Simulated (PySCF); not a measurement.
**Correlation energy of W⁺ (tungsten, charge +1)**

[Xe] 4f14 5d4 6p1, one real determinant (an excited configuration). All numbers are calculated (PySCF 2.14, a scalar-relativistic core potential, in aug-cc-pwCVDZ-PP with ECP60MDF (6s6p5d3f, 70 functions)). Frozen: 5s2 5p6; 5 electrons correlated.

| level | correlation energy (mhartree) |
| --- | --- |
| CCSD | -50.25 |
| (T) | -1.17 |
| CCSD(T) | -51.42 |

Diagnostics: T1 = 0.010, D1 = 0.0300, largest double amplitude 0.114.

The real determinant used has ⟨L²⟩ near 8 against 12 for a pure F term, so it mixes terms. Spin-orbit coupling, absent here, splits the open shell strongly.

Cost of the coupled-cluster step: roughly 2.1 core-seconds, for 5 correlated electrons.

Iterations:

```
CC2 = 0
CCSD nocc = (np.int64(5), np.int64(0)), nmo = (66, 66)
frozen orbitals [[0, 1, 2, 3], [0, 1, 2, 3]]
max_cycle = 100
direct = 0
conv_tol = 1e-08
conv_tol_normt = 1e-06
diis_space = 8
diis_start_cycle = 0
Init t2, MP2 energy = -0.0410751980542799
Init E_corr(UCCSD) = -0.041075198061839
cycle = 1  E_corr(UCCSD) = -0.0469768546340243  dE = -0.00590165657  norm(t1,t2) = 0.0326116
cycle = 2  E_corr(UCCSD) = -0.0481712659902809  dE = -0.00119441136  norm(t1,t2) = 0.0187363
cycle = 3  E_corr(UCCSD) = -0.0492076231118731  dE = -0.00103635712  norm(t1,t2) = 0.01468
cycle = 4  E_corr(UCCSD) = -0.0495827335089247  dE = -0.000375110397  norm(t1,t2) = 0.0104317
cycle = 5  E_corr(UCCSD) = -0.050188516051177  dE = -0.000605782542  norm(t1,t2) = 0.00553412
cycle = 6  E_corr(UCCSD) = -0.0501645453788407  dE = 2.39706723e-05  norm(t1,t2) = 0.0019193
cycle = 7  E_corr(UCCSD) = -0.0502305178341865  dE = -6.59724553e-05  norm(t1,t2) = 0.00151329
cycle = 8  E_corr(UCCSD) = -0.0501732889040011  dE = 5.72289302e-05  norm(t1,t2) = 0.00118127
cycle = 9  E_corr(UCCSD) = -0.0502654408410046  dE = -9.2151937e-05  norm(t1,t2) = 0.000836804
cycle = 10  E_corr(UCCSD) = -0.0502377425682072  dE = 2.76982728e-05  norm(t1,t2) = 0.000413348
cycle = 11  E_corr(UCCSD) = -0.0502455252793298  dE = -7.78271112e-06  norm(t1,t2) = 0.000113471
cycle = 12  E_corr(UCCSD) = -0.0502455935519798  dE = -6.827265e-08  norm(t1,t2) = 3.75335e-05
cycle = 13  E_corr(UCCSD) = -0.0502457262565421  dE = -1.32704562e-07  norm(t1,t2) = 9.28525e-06
cycle = 14  E_corr(UCCSD) = -0.0502457238016299  dE = 2.45491222e-09  norm(t1,t2) = 3.56928e-06
cycle = 15  E_corr(UCCSD) = -0.0502457181302712  dE = 5.6713587e-09  norm(t1,t2) = 6.92101e-07
UCCSD converged
E(UCCSD) = -66.31883505814434  E_corr = -0.05024571813027121
UCCSD(T) correction = -0.00116995637025465
```

The reference is one real determinant that mixes LS terms of this configuration.
